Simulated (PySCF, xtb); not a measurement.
C3H4F2O, SMILES F/C=C(/OC)F. One conformer was computed; it need not be the lowest.

Harmonic wavenumbers (cm⁻¹) from xtb with GFN2-xTB at its own minimum, in rising order: 35, 165, 177, 263, 288, 459, 511, 610, 715, 870, 1029, 1104, 1120, 1150, 1204, 1253, 1402, 1456, 1464, 1755, 2965, 2976, 3049, 3137.

What does PySCF with PBE0-D3(BJ)/def2-SVP give at its own minimum? (An estimate is asked for; the answer gives what the named calculation found.)

85, 149, 203, 253, 371, 498, 613, 694, 791, 925, 1087, 1172, 1200, 1215, 1326, 1362, 1463, 1479, 1481, 1861, 3047, 3145, 3199, 3268. Paired by order, the mean absolute difference is 74 cm⁻¹ and the zero-point energies are 41.7 and 44.2 kcal/mol.
